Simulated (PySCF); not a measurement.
## Relaxation of singlet VNCl₂

Method: PBE/[V def2-SVP, N def2-SVP, Cl def2-SVP], no relativity, density fitting, PySCF. A (50,194) grid was used.

A hand-made T-shaped (ligand arrangement 1) start, of Cs symmetry, held to at least that symmetry:

Coordinates in bohr (charge 0 multiplicity 1):
```
V    -0.8036    0.0000   -1.1931
N    -4.0520    0.0000   -1.0797
Cl   -0.8036    0.0000    3.2100
Cl    3.5968    0.0000   -1.0395
```

Optimiser trace:
| step | E − E(last) (kJ/mol) | largest gradient (Eh/bohr) |
| --- | --- | --- |
| 0 | 254.59 | 0.11996 |
| 1 | 155.44 | 0.05468 |
| 2 | 100.99 | 0.03870 |
| 3 | 73.44 | 0.05654 |
| 4 | 43.72 | 0.03018 |
| 5 | 11.53 | 0.01320 |
| 6 | 2.46 | 0.00859 |
| 7 | 1.31 | 0.01250 |
| 8 | 0.86 | 0.00416 |
| 9 | 0.34 | 0.00519 |
| 10 | 0.14 | 0.00362 |
| 11 | 0.02 | 0.00098 |
| 12 | 0.00 | 0.00021 |
| 13 | 0.00 | 0.00002 |

It ends at C2v with V–Cl 2.191 Å (×2), V–N 1.526 Å; Cl–V–Cl 136.3°, Cl–V–N 111.9° (×2) (after a last refinement on a finer grid). The frequency run here used a shortcut that can spoil soft modes, so no verdict on minimum or saddle point is given. Other isomers or separated fragments may lie lower.

Final geometry:
```xyz
4
charge 0 multiplicity 1, angstrom
V    -0.2155    0.0000   -0.1534
N    -1.4590    0.0000   -1.0384
Cl   -0.7303    0.0000    1.9768
Cl    1.6286    0.0000   -1.3375
```

Stability towards spin polarisation was not tested.
